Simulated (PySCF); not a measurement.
A GIAO shielding run with PySCF (density fitting, non-relativistic, gas phase) on `[SiH2]1N(C)C(=S)C1`, C3H7NSSi:

```
$ OMP_NUM_THREADS=1 python probes_run.py task.json out

{"job": {"kind": "nmr", "xc": "B97-2", "basis": "pcSseg-1", "pop": false}, "charge": 0, "multiplicity": 1}
C      1.599839     0.792057     0.263227
N      0.241030     0.540564    -0.129974
Si    -0.944410    -0.785541    -0.143969
C     -1.891659     0.670762    -0.882854
C     -0.606113     1.470268    -0.668952
S     -0.317651     3.047137    -1.000471
H      1.800351     1.866967     0.136839
H      2.306182     0.221858    -0.361920
H      1.761027     0.513297     1.316196
H     -1.317325    -1.282020     1.212527
H     -0.573279    -1.941734    -1.010367
H     -2.738003     1.079389    -0.312460
H     -2.175546     0.619099    -1.943617
```

Hardware: 1 thread of an Arm Neoverse V1, shared host. The job also computes ring-centre shieldings.

Q: How large is the calculation?

A: 62 electrons, 151 basis functions and 825 auxiliary functions.

Q: How long does it take, and how much memory does it need?

A: 16 s of wall time, with 14 SCF cycles and 5 response iterations; peak memory 0.81 GiB. Times on a shared host scatter by some tens of per cent.

Q: And these other runs on the same molecule and hardware: GIAO shielding at B3LYP/pcSseg-1; GIAO shielding at B97-D/pcSseg-1; GIAO shielding at BLYP/pcSseg-1; GIAO shielding at BP86/pcSseg-1; GIAO shielding at HF/pcSseg-1; GIAO shielding at KT2/pcSseg-1?

A: B3LYP/pcSseg-1: 151 functions, 22 s; B97-D/pcSseg-1: 151 functions, 22 s; BLYP/pcSseg-1: 151 functions, 26 s; BP86/pcSseg-1: 151 functions, 23 s; HF/pcSseg-1: 151 functions, 7.9 s; KT2/pcSseg-1: 151 functions, 23 s.
